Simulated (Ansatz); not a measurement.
The input (input.yaml):

```yaml
crystal:
  periodic: [false, false, false]
  atoms:
    - { symbol: W, position_ang: [0.0, 0.0, 0.0] }
    - { symbol: O, position_ang: [0.0, 0.0, 2.29] }
    - { symbol: H, position_ang: [-0.9095, -0.2814, 2.6271] }
    - { symbol: H, position_ang: [1.72, 0.0, 0.0] }
    - { symbol: F, position_ang: [0.0, 1.85, 0.0] }
    - { symbol: O, position_ang: [-1.94, 0.0, 0.0] }
    - { symbol: H, position_ang: [-2.2771, -0.1263, 0.9437] }
    - { symbol: F, position_ang: [0.0, -1.85, 0.0] }
    - { symbol: O, position_ang: [0.0, 0.0, -1.94] }
    - { symbol: H, position_ang: [0.5278, 0.7924, -2.2771] }
    - { symbol: P, position_ang: [1.8007, 1.8758, 0.864] }
    - { symbol: H, position_ang: [2.8278, 1.2389, 1.6094] }
    - { symbol: H, position_ang: [2.3703, 2.5373, -0.256] }
    - { symbol: H, position_ang: [0.9158, 0.954, 2.0769] }
basis:
  gaussian: { orbitals: def2-SVP }
hamiltonian:
  xc: hf
relax:
  f_tol: 0.15
  max_steps: 25
  restrain:
    - { distance: [0, 10], at: 3.64, k: 30.0 }
    - { distance: [13, 1], at: 2.21, k: 30.0 }
    - { distance: [0, 1], at: 1.94, k: 30.0 }
    - { distance: [13, 10], at: 1.42, k: 30.0 }
```

Command:

```bash
$ ansatz run input.yaml --threads 4 --pin off --max-ram 5120MiB --backend cpu --events-out ev --progress --plain --runs-dir out
```

Hardware: 4 threads of Arm Neoverse V2, on a shared host.

Task: Roughly how long does this run take, and how much memory?

Result: 48 s, with a peak of 0.48 GiB, for 20 ionic steps.
